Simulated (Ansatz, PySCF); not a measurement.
Gas-phase reaction (SMILES): C=CCCl → [CH]=C + [CH2]Cl; the C-C bond at the site shown breaks (other sites are not compared here).

Geometries: B3LYP-D3(BJ)/def2-TZVP minima from Ansatz (a quantum-chemistry and plane-wave program), one conformer each, not searched for the lowest. Valence correlation only, unless marked. Open shells are spin-unrestricted. Spin-orbit coupling is left out. No relativistic terms. CBS(X,Y): correlation extrapolated as X^-3; Hartree-Fock from the larger set. Markedly spin-contaminated UHF reference, which strains HF, MP2 and, less, CCSD(T): [CH]=C. Thermal terms are rigid-rotor harmonic-oscillator values from B3LYP-D3(BJ) frequencies (PySCF) at 298.15 K and 1 atm. 1 Eh = 627.5095 kcal/mol. Electronic entropy comes from spin alone.

```tsv
species	E, CCSD(T)/CBS(cc-pV(T+d)Z,cc-pV(Q+d)Z) (Ansatz) (Eh)	E, PBE-D3(BJ)/def2-TZVPD (Ansatz + dftd3) (Eh)	H - E (Eh)	G - E (Eh)
C=CCCl	-576.90922	-577.21544	0.07715	0.04338
[CH]=C	-77.78588	-77.82190	0.04047	0.01395
[CH2]Cl	-498.95548	-499.23060	0.02709	-0.00096
```

Problem. Work out ΔE and ΔH, ΔG, ΔS and the equilibrium constant at 298.15 K at the first level, then ΔH at the second.

Solution. 
1. ΔE = [(-77.78588) + (-498.95548)] - [(-576.90922)] = 0.16786 Eh = 105.3 kcal/mol at CCSD(T)/CBS(cc-pV(T+d)Z,cc-pV(Q+d)Z).
2. The terms H - E add up to -0.00959 Eh, so ΔH = (0.16786 + (-0.00959))×627.5095 = 99.3 kcal/mol.
3. The terms G - E add up to -0.03039 Eh, so ΔG = 86.3 kcal/mol, and ΔS = (-0.00959 - (-0.03039))×627509.5/298.15 = 43.8 cal/(mol K).
4. log10 K = -ΔG/(RT ln 10) = -63.3, with RT ln 10 = 1.3642 kcal/mol.
5. With ΔH and ΔS taken as constant, ΔG changes sign near ΔH/ΔS = 2270 K, a rough figure that leaves out heat capacities.
6. At PBE-D3(BJ)/def2-TZVPD the same steps give ΔE = 102.2 and ΔH = 96.2 kcal/mol, a shift of -3.1 from the first level.
7. These values are not checked against measurement here, since the tables used lack a sound gas-phase enthalpy of formation for at least one species.
